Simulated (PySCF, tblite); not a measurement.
Isomers of C7H10O2Si. All values are computed: GFN2-xTB (tblite) harmonic vibrations without scaling, gas phase. Against measured fundamentals such values can be off by several per cent, at times by over 20. Modes of hydrogen on silicon can be 10 to 20 % off. One conformer each.

Electronic energies: PBE0/pcSseg-1 single points on the GFN2-xTB geometries (PySCF, gas phase).

| SMILES | electronic energy, lowest = 0 (kcal/mol) |
| --- | --- |
| C=CC1=CC=C(CO)O[SiH2]1 | 8.5 |
| CC#CC(=O)OC[C@H]1C[SiH2]1 | 58.3 |
| Cc1cc(C[SiH3])coc1=O | 0.0 |
| CC#CC(=C=O)C[SiH2]OC | 41.1 |
| C#CCC[SiH2]/C=C\C(=O)O | 39.3 |
| C=CCC1=COC(=O)[SiH2]C1 | 22.5 |
| CC1=C[SiH2]C(C)=C1C(=O)O | 0.6 |

Task: How do GFN2-xTB zero-point energies change the relative energies?

Result: 
```csv
SMILES,ZPE (kcal/mol),of it from modes above 1550 cm⁻¹,electronic (kcal/mol),"with ZPE, lowest = 0 (kcal/mol)",lowest mode (cm⁻¹),rings
Cc1cc(C[SiH3])coc1=O,91.8,47.2,0.0,0.0,44,1
CC1=C[SiH2]C(C)=C1C(=O)O,93.0,48.8,0.6,1.8,43,1
C=CC1=CC=C(CO)O[SiH2]1,92.8,46.4,8.5,9.5,35,1
C=CCC1=COC(=O)[SiH2]C1,93.0,48.5,22.5,23.7,31,1
C#CCC[SiH2]/C=C\C(=O)O,91.7,50.0,39.3,39.2,41,0
CC#CC(=C=O)C[SiH2]OC,91.0,47.1,41.1,40.4,14,0
CC#CC(=O)OC[C@H]1C[SiH2]1,92.2,47.1,58.3,58.7,4i,1
```

The zero-point energies span 2.0 kcal/mol, from `CC#CC(=C=O)C[SiH2]OC` to `C=CCC1=COC(=O)[SiH2]C1`. Slightly imaginary modes are left out of the zero-point energy: `CC#CC(=O)OC[C@H]1C[SiH2]1` 4.4i cm⁻¹. The order is unchanged.

Task: And how do the electronic energies of GFN2-xTB itself compare?

Result: `Cc1cc(C[SiH3])coc1=O` 0.0; `CC1=C[SiH2]C(C)=C1C(=O)O` 20.5; `C=CC1=CC=C(CO)O[SiH2]1` 6.3; `C=CCC1=COC(=O)[SiH2]C1` 35.1; `C#CCC[SiH2]/C=C\C(=O)O` 59.2; `CC#CC(=C=O)C[SiH2]OC` 30.2; `CC#CC(=O)OC[C@H]1C[SiH2]1` 65.5 kcal/mol, lowest = 0. Against the energies above, taken from the same isomer `Cc1cc(C[SiH3])coc1=O`, the largest difference is 19.9 kcal/mol.

Task: What do entropy and thermal enthalpy add at 298.15 K and 1 bar (rigid rotor, harmonic oscillator, one conformer each)?

Result: 
```tsv
SMILES	point group	symmetry number	S (cal/(mol K))	H − H(0) (kcal/mol)	ZPE + H − H(0) − TS (kcal/mol)
Cc1cc(C[SiH3])coc1=O	C1	1	105.4	7.67	68.0
CC1=C[SiH2]C(C)=C1C(=O)O	C1	1	105.2	7.89	69.5
C=CC1=CC=C(CO)O[SiH2]1	C1	1	104.4	7.64	69.3
C=CCC1=COC(=O)[SiH2]C1	C1	1	106.1	7.62	69.0
C#CCC[SiH2]/C=C\C(=O)O	C1	1	110.8	8.30	67.0
```

Not tabulated: `CC#CC(=C=O)C[SiH2]OC` (lowest mode only 14 cm⁻¹); `CC#CC(=O)OC[C@H]1C[SiH2]1` (lowest mode only 4i cm⁻¹).
